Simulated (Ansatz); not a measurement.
Born–Oppenheimer molecular dynamics of FGeH₃ (5 atoms, charge 0, multiplicity 1). It starts from a relaxed structure.

These are results of RKS PBE-D4/def2-mTZVP (Ansatz 0.2.0), not measurements.

| Property | Result |
| --- | --- |
| ensemble | NVT, Langevin thermostat |
| time step | 0.5 fs |
| steps asked | 100 |
| set temperature | 300 K |
| friction | 0.02 /fs |
| seed | 42074 |

First frame:

```xyz
5
Properties=species:S:1:pos:R:3
Ge 0.032 0.054 0.022
H -0.010 -0.018 1.566
H 1.473 -0.018 -0.531
H -0.752 1.266 -0.532
F -0.802 -1.391 -0.568
```

(1) How far do the bonds stretch over the last three quarters of this one trajectory? (Pairs bonded in most of those frames.)

Answers

(1) 
```
  bond  mean (Å)  spread (Å)  shortest  longest
Ge1–H2     1.548       0.023      1.50     1.58
Ge1–H3     1.551       0.015      1.53     1.59
Ge1–H4     1.555       0.013      1.53     1.58
Ge1–F5     1.768       0.018      1.75     1.81
```

Mean temperature of the second half: 269 K. The mean temperature of the second half is 10 % below the set value. A run of 0.05 ps of so small a system gives no equilibrium averages.

Time of the run: 110 s on 1 thread of Arm Neoverse V1 (shared host), peak memory 0.099 GiB.
